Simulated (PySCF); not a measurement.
C4H7BN2O2.
Bonds: O1–B2, B2–O3, B2–C4, C4–N5, N5–C6 (aromatic), C6–C7 (aromatic), C7–N8 (aromatic), N8–C9 (aromatic), N5–C9 (aromatic). Hydrogens: H10 on O1; H11 on O3; H12, H13 on C4; H14 on C6; H15 on C7; H16 on C9.

The closed-shell SCF was solved with PySCF and density fitting under several settings on one GFN2-xTB geometry (grid level 2 and gas phase unless stated).

```tsv
settings	basis functions	SCF cycles	E (Eh)	HOMO (eV)	LUMO (eV)	dipole (D)
PBE0/pcSseg-1	188	14	-440.9998	-6.28	0.64	5.80
PBE0/def2-SVPD	242	14	-440.7565	-6.36	-0.34	5.58
WP04/pcSseg-0	95	15	-450.3187	-7.52	-1.10	6.33
OLYP/6-31G, grid level 1, fitting basis def2-qzvpp-jkfit	95	13	-441.2378	-4.86	0.38	6.04
OLYP/pcSseg-1	188	16	-441.3483	-5.01	-0.36	5.63
```

Q: Estimate the rows for these settings: (1) BP86/pcSseg-1, IEF-PCM dichloromethane, fitting basis def2-qzvpp-jkfit; (2) B3LYP/pcSseg-1, fitting basis def2-universal-jkfit.

A: 
| settings | basis functions | SCF cycles | E (Eh) | HOMO (eV) | LUMO (eV) | dipole (D) |
| --- | --- | --- | --- | --- | --- | --- |
| BP86/pcSseg-1, IEF-PCM dichloromethane, fitting basis def2-qzvpp-jkfit | 188 | 12 | -441.5249 | -5.60 | -0.22 | 7.22 |
| B3LYP/pcSseg-1, fitting basis def2-universal-jkfit | 188 | 11 | -441.5095 | -6.05 | 0.25 | 5.76 |

Q: Over all rows, what range does the HOMO–LUMO gap span?

A: From 4.65 eV (OLYP/pcSseg-1) to 6.92 eV (PBE0/pcSseg-1). The functional of the narrowest has no exact exchange, that of the widest 25 % exact exchange.

Q: And the dipole moment?

A: From 5.58 D (PBE0/def2-SVPD) to 7.22 D (BP86/pcSseg-1, IEF-PCM dichloromethane, fitting basis def2-qzvpp-jkfit); the largest is 1.29 times the smallest, and the median is 5.80 D.

Q: Compare two rows with the functional OLYP: OLYP/pcSseg-1 and OLYP/6-31G, grid level 1, fitting basis def2-qzvpp-jkfit. Which energy is lower, and by how much?

A: OLYP/pcSseg-1 (188 functions) lies 0.1105 Eh or 69 kcal/mol below OLYP/6-31G, grid level 1, fitting basis def2-qzvpp-jkfit (95 functions).

Cycle counts include a coarse-grid stage where the run had one. WP04 was designed for NMR shieldings or shifts; total energies of different functionals aren't comparable. The species at its GFN2-xTB geometry (one conformer only).

Shape of the structure used: `[OH:1][B:2]([OH:3])[CH2:4][n:5]1[cH:6][cH:7][n:8][cH:9]1`: O1–B2–C4–N5 180°, B2–C4–N5–C6 -72°, H–O1–B2–O3 180°, H–O3–B2–O1 0°.
